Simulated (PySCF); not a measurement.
H₂O₂Zn, charge +1, doublet (typed; the unrestricted solution is spin-contaminated), at a GFN2-xTB geometry (such geometries of metal compounds can be far from the true shape) (a state made from the parent by changing its charge; the spin is typed, not shown lowest).

The PySCF input:
```python
from pyscf import gto, scf

mol = gto.Mole()
mol.atom = '''
    Zn   -0.000028    0.184102    0.034168
    O     1.253567   -0.164068   -1.100299
    H     1.916814    0.381806   -1.565116
    O    -1.253460   -0.548318    0.968087
    H    -1.916841   -0.205776    1.597785
'''
mol.basis = 'def2-tzvp'
mol.charge = 1
mol.spin = 1
mol.verbose = 4
mol.build()

mf = scf.UHF(mol)
mf = mf.density_fit(auxbasis='def2-universal-jkfit')
mf.kernel()
mf.analyze()
```

What does this run give for the number of basis functions, <S^2>, HOMO energy, total energy, nuclear repulsion energy?


* **number of basis functions**: 122
* **<S^2>**: 0.890
* **HOMO energy**: -14.02 eV
* **total energy**: -1928.4012 Eh
* **nuclear repulsion energy**: 180.9831 Eh

These values belong to the state on which the SCF converged, which isn't shown to be the lowest.
